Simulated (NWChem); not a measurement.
Species: C₃H₄O₂Si; SMILES O=C1CC(=O)[SiH2]1

```xyz
10

O      2.3654     0.0000    -0.5189
C      1.1833     0.0000    -0.2706
C      0.0000     0.0000    -1.2661
C     -1.1833     0.0000    -0.2706
O     -2.3654     0.0000    -0.5189
Si     0.0000     0.0000     1.3308
H      0.0000     0.8922    -1.9340
H      0.0000    -0.8922    -1.9340
H      0.0000    -1.2352     2.1917
H      0.0000     1.2352     2.1917
```
Atoms are numbered in this order, from 1.

All runs: NWChem. Pople sets run with spherical d functions. All runs use the structure optimised with PBE-D3(BJ)/def2-SVP. Total energies compare along this basis series because the functional is fixed.

```
level           basis functions  energy (Ha)  highest occupied level (eV)  orbital gap (eV)  dipole (D)
--------------  ---------------  -----------  ---------------------------  ----------------  ----------
PBE/STO-3G                   38    -549.3039                        -2.04              2.69        0.49
PBE/3-21G                    66    -553.1427                   (withheld)        (withheld)  (withheld)
PBE/6-31G*                   96    -556.1311                        -5.10              1.94        0.17
PBE/6-31+G*                 120    -556.1486                        -5.50              1.95        0.40
PBE/6-311G**                140    -556.2347                        -5.31              1.93        0.28
PBE/6-311++G**              168    -556.2451                        -5.53              1.93        0.44
```

Task: What belongs in the gaps?

Result: 
- PBE/3-21G, highest occupied level (eV): -4.95
- PBE/3-21G, orbital gap (eV): 2.13
- PBE/3-21G, dipole (D): 0.02
